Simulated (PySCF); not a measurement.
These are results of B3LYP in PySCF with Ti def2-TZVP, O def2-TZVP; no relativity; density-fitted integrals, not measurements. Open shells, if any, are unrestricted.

What shape and geometry does isolated singlet TiO2 take (every ligand bound to Ti)?

Formally Ti is in oxidation state +4, d0. A d0 centre has no lone pair, yet it is C2v rather than linear: covalent bonding through the d orbitals favours lower symmetry. The polar-tensor charge on Ti, 1.81, is far below the formal one. The lowest minimum found is a singlet of C2v symmetry with Ti–O 1.641 Å (×2); O–Ti–O 112.0°. Its harmonic wavenumbers are 346 (a1), 987 (b2), 1030 (a1) cm⁻¹ and its dipole moment is 6.77 D.

Only a few start shapes were tried, so a lower isomer may exist.
